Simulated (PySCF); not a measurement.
C₃H₈SSe. Atoms are numbered in the order given.

```xyz
13

Se    -0.3773     0.0888     0.7174
C      0.5925    -1.1051    -0.5747
C      0.9881    -2.3442     0.2266
C      1.7692    -0.3949    -1.2255
H     -0.1680    -1.3728    -1.3372
H      1.4913    -3.0777    -0.4378
H      1.7014    -2.0878     1.0379
H      0.1104    -2.8472     0.6805
H      1.4415     0.5313    -1.7386
H      2.2434    -1.0558    -1.9829
H      2.5369    -0.1229    -0.4724
S     -0.9084     1.7981    -0.6010
H     -2.0925     1.3101    -1.0843
```
Charge 0, spin multiplicity 1.

The structure is a stationary point at PBE-D3(BJ)/def2-SVP. One conformer was computed; it need not be the lowest.

The numbers are results of PBE-D3(BJ)/def2-SVP run with PySCF 2.14.0, not measurements.

Frequencies are harmonic and unscaled.

```csv
mode,ν (cm⁻¹),IR (km/mol),moving atoms (share of kinetic energy)
1,53,0.2,"C 39 %, S 23 %, H 23 %, Se 15 %"
2,134,0.2,"S 42 %, C 24 %, Se 20 %, H 14 %"
3,223,0.6,H 94 %
4,251,2.0,"H 70 %, C 21 %"
5,265,0.8,"H 46 %, C 43 %"
6,295,2.5,"H 56 %, C 34 %, Se 9 %"
7,313,9.9,"H 74 %, C 16 %"
8,385,2.7,"S 68 %, Se 30 %"
9,394,0.7,"C 55 %, H 42 %"
10,525,0.5,"C 61 %, H 29 %, Se 10 %"
11,792,4.8,H 97 %
12,872,1.7,"C 64 %, H 36 %"
13,900,2.2,"H 87 %, C 13 %"
14,926,0.2,"H 74 %, C 26 %"
15,1000,8.6,"H 80 %, C 19 %"
16,1109,0.3,"C 61 %, H 39 %"
17,1130,25.4,"C 53 %, H 47 %"
18,1181,28.8,"H 72 %, C 28 %"
19,1290,0.6,"H 75 %, C 25 %"
20,1334,12.4,"H 71 %, C 29 %"
21,1344,4.5,"H 79 %, C 21 %"
22,1401,4.0,H 95 %
23,1408,1.8,H 96 %
24,1416,6.9,H 96 %
25,1429,7.8,H 96 %
26,2550,7.4,H 97 %
27,2958,24.1,H 97 %
28,2962,21.6,H 97 %
29,3004,5.1,H 92 %
30,3044,6.3,"H 91 %, C 9 %"
31,3048,16.5,"H 91 %, C 9 %"
32,3060,12.2,"H 91 %, C 9 %"
33,3068,8.7,"H 91 %, C 9 %"
```
